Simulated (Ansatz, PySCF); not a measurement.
Species: CH7FNSi2 (charge 0, doublet). It need not be the lowest isomer of its formula. 
Structure (B3LYP-D3(BJ)/def2-TZVP (Ansatz, a program for electronic structure) minimum search):
SMILES: [N]([Si@@H](F)C)[SiH3]
```xyz
12

Si     0.8452     0.4256    -0.4315
C      2.3013    -0.6479     0.0056
F      0.8145     1.6544     0.6107
N     -0.5685    -0.5208    -0.4229
Si    -2.1354    -0.6847     0.2640
H      0.9327     1.0322    -1.7776
H      2.4187    -1.4500    -0.7237
H      3.2127    -0.0470     0.0193
H      2.1710    -1.0939     0.9930
H     -2.2577    -0.1420     1.6390
H     -2.5424    -2.1086     0.2693
H     -3.0311     0.0801    -0.6443
```
Charge 0, spin multiplicity 2.

Dipole moments at this geometry, in debye (magnitudes).

```json
[
 {"level": "HF/def2-TZVPD", "program": "PySCF", "dipole (D)": "1.26"},
 {"level": "BLYP/def2-TZVPD", "program": "Ansatz", "dipole (D)": "1.16"},
 {"level": "revPBE/def2-TZVPD", "program": "Ansatz", "dipole (D)": "1.19"},
 {"level": "r2SCAN/def2-TZVPD", "program": "Ansatz", "dipole (D)": "1.20"},
 {"level": "B97M-V/def2-TZVPD", "program": "Ansatz", "dipole (D)": "1.28"},
 {"level": "B3LYP/def2-TZVPD", "program": "PySCF", "dipole (D)": "1.19"},
 {"level": "TPSSh/def2-TZVPD", "program": "PySCF", "dipole (D)": "1.18"},
 {"level": "r2SCANh/def2-TZVPD", "program": "Ansatz", "dipole (D)": "1.21"},
 {"level": "r2SCAN0/def2-TZVPD", "program": "Ansatz", "dipole (D)": "1.23"},
 {"level": "CAM-B3LYP/def2-TZVPD", "program": "Ansatz", "dipole (D)": "1.19"},
 {"level": "LC-wPBE/def2-TZVPD", "program": "Ansatz", "dipole (D)": "1.21"},
 {"level": "wB97M-V/def2-TZVPD", "program": "Ansatz", "dipole (D)": "1.19"},
 {"level": "wB97X-V/def2-TZVPD", "program": "Ansatz", "dipole (D)": "1.19"}
]
```
